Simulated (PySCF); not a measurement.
Two-photon absorption: `C1=C(C=O)C=CN=C1`, C6H5NO

Molfile (atoms numbered from 1):
```
C6H5NO
     RDKit          3D

 13 13  0  0  0  0  0  0  0  0999 V2000
    2.8254    0.9385   -0.0266 O   0  0  0  0  0  0  0  0  0  0  0  0
    2.1418   -0.0493   -0.0868 C   0  0  0  0  0  0  0  0  0  0  0  0
    0.6568   -0.0389   -0.0440 C   0  0  0  0  0  0  0  0  0  0  0  0
   -0.0699   -1.2270   -0.1241 C   0  0  0  0  0  0  0  0  0  0  0  0
   -1.4628   -1.1553   -0.0801 C   0  0  0  0  0  0  0  0  0  0  0  0
   -2.1305   -0.0117    0.0348 N   0  0  0  0  0  0  0  0  0  0  0  0
   -1.4312    1.1208    0.1112 C   0  0  0  0  0  0  0  0  0  0  0  0
   -0.0407    1.1658    0.0767 C   0  0  0  0  0  0  0  0  0  0  0  0
    2.5976   -1.0679   -0.1818 H   0  0  0  0  0  0  0  0  0  0  0  0
    0.4384   -2.1904   -0.2192 H   0  0  0  0  0  0  0  0  0  0  0  0
   -2.0644   -2.0692   -0.1411 H   0  0  0  0  0  0  0  0  0  0  0  0
   -2.0114    2.0455    0.2054 H   0  0  0  0  0  0  0  0  0  0  0  0
    0.5118    2.1055    0.1407 H   0  0  0  0  0  0  0  0  0  0  0  0
  1  2  2  0
  2  3  1  0
  3  4  2  0
  4  5  1  0
  5  6  2  0
  6  7  1  0
  7  8  2  0
  8  3  1  0
  2  9  1  0
  4 10  1  0
  5 11  1  0
  7 12  1  0
  8 13  1  0
M  END
```

Computed, not measured: TDDFT CAM-B3LYP/aug-cc-pVDZ excited states, vertical, gas phase (PySCF 2.14.0). Geometry: PBE0-D3(BJ)/def2-SVP.

(1) Give the one- and two-photon strengths of the lowest singlets.

Results:

(1) δ for parallel linear polarisation; σ at the peak of a Lorentzian of half width 0.1 eV, single beam; Ω is circular over linear.
```tsv
state	E (eV)	f	photon λ (nm)	δ (au)	σ (GM)	Ω	main
S1	3.74	0.000	664	0.14	0.00	1.50	HOMO−2→LUMO 0.49, HOMO→LUMO 0.40
S2	4.46	0.003	556	2.08	0.01	1.50	HOMO→LUMO 0.51, HOMO−2→LUMO 0.39
S3	4.89	0.057	507	28.1	0.25	1.42	HOMO−1→LUMO 0.89, HOMO−3→LUMO+1 0.09
S4	5.40	0.000	459	<0.1	0.00	–	HOMO→LUMO+1 0.80, HOMO−2→LUMO+1 0.17
S5	5.73	0.168	432	79.1	0.95	0.58	HOMO−3→LUMO 0.85, HOMO−1→LUMO+1 0.11
S6	6.75	0.504	367	48.9	0.82	0.46	HOMO−1→LUMO+1 0.81, HOMO−3→LUMO 0.10
```

Among these, the strongest one-photon state is S6, the strongest two-photon state S5, with a dipole change of 1.9 D (relaxed, norm of the difference vector).
